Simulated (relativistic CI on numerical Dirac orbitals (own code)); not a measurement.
**What each ingredient does to the levels of Ce VII**

Base calculation: Dirac-Coulomb-Breit CI, KLI orbitals optimised for each configuration, QED by a radiative potential, unscaled Slater integrals.

Configurations in the expansion (outside the closed core [Kr] 4d10): 5s2 5p4, 5s2 5p3 4f, 5s 5p5, 5s2 5p3 5d, 5p6, 5s2 5p2 4f 5d, 5s 5p4 5d, 5s 5p4 4f, 5s2 5p3 5f, 5s 5p3 4f2, 5s2 5p3 5g, 5s2 5p3 6s, 5p5 4f. Double excitations out of closed p, d and f shells are left out; levels of such configurations are missing from the list, as are those of other unlisted configurations, and high levels can miss mixing partners.

The lowest level and the first level of each name with at least 55 % of one term (blank where a level has no safe partner in the second run):

```
          Level  Base (cm⁻¹)  Shift (cm⁻¹)
   5s2 5p4 3P_2          0.0           0.0
   5s2 5p4 3P_0      16846.9        -401.2
   5s2 5p4 3P_1      24101.9        +314.3
   5s2 5p4 1D_2      34078.2        +760.3
   5s2 5p4 1S_0      74341.1        +672.9
5s2 5p3 4f 5F_4      89611.4       -6164.2
5s2 5p3 4f 5F_2      90289.3       -6290.0
5s2 5p3 4f 5F_1      90792.8       -6376.4
5s2 5p3 4f 5F_5      92278.7       -6349.2
5s2 5p3 4f 3F_4     104524.1       -6276.8
5s2 5p3 4f 3F_2     104670.4       -6150.9
5s2 5p3 4f 1P_1     120817.3       -6057.1
5s2 5p3 4f 3G_5     126892.9       -7175.1
5s2 5p3 4f 3H_6     129229.0       -7453.5
```

At this charge configurations can still be misplaced by up to about 7 % of their energy. Levels and lines within the n = 5 or 6 shells can be off by up to 10 % or somewhat more, and those that change n by about 2 %, since core polarisation is missing. Levels that differ in their count of f electrons can be misplaced by several ten thousand cm⁻¹, since the correlation energy of f electrons is missing or only estimated; rates across such gaps can be off by orders of magnitude.

(1) One thing was changed in a second run, which moved the levels as shown. Which?
A. Breit term removed
B. only the first 3 configurations
C. QED terms removed

Answers

(1) B. Only the first 3 configurations. With fewer configurations the levels that remain lose their mixing partners.

LS names give the leading component of a level, which can be under half, so a name can repeat, a term be missing and a line seem to break the LS rules.
